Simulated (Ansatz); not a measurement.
Ansatz (a quantum-chemistry and plane-wave program) input:
A basis named .json is the Basis Set Exchange file of that set.

Ansatz 0.2 input:
```yaml
crystal:
  periodic: [false, false, false]
  atoms:
    - {symbol: N, position_ang: [1.66261628, 0.78916988, -0.35591887]}
    - {symbol: Si, position_ang: [1.06135706, -0.96065219, -0.31263894]}
    - {symbol: Si, position_ang: [-1.20847244, -0.34583963, 0.22427552]}
    - {symbol: N, position_ang: [-1.24849657, 1.41854367, 0.34807766]}
    - {symbol: H, position_ang: [1.89883183, 1.20077605, 0.53921455]}
    - {symbol: H, position_ang: [2.45684985, 0.90297665, -0.97039489]}
    - {symbol: H, position_ang: [1.39328973, -1.31964806, 1.14912809]}
    - {symbol: H, position_ang: [-2.24069614, -0.74969026, -0.81205938]}
    - {symbol: H, position_ang: [-1.86626303, -0.89934659, 1.46812107]}
    - {symbol: H, position_ang: [-2.06756995, 1.90655331, 0.01326814]}
    - {symbol: H, position_ang: [-0.41366481, 1.79526932, -0.09530146]}
basis:
  gaussian:
    orbitals: cc-pV_T+d_Z.json
total_charge: -1
magnetization: {spin_polarized: false}
correlation: {method: ccsd_t, electrons: outside_noble_gas}
```

Task: What final total energy does it print?

Result: -691.70787 Eh (CCSD(T)/cc-pV(T+d)Z). The basis has 236 functions.

It need not be the lowest isomer of its formula. Whether it binds its extra electron was not tested at this geometry.
